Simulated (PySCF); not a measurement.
A structure optimised at PBE0-D3(BJ)/def2-SVP, used in a PySCF frequency run:

```xyz
3

Hg     0.0000     0.0000     0.0000
I      0.0000     0.0000     2.6061
I      0.0000     0.0000    -2.6061
```
Charge 0, spin multiplicity 1.

Q: Write its SMILES, formula and point group.

A: [I][Hg][I], HgI2, D∞h

Q: What are its rotational constants (standard atomic weights)?

A: 0.29318 GHz (linear rotor, B only)
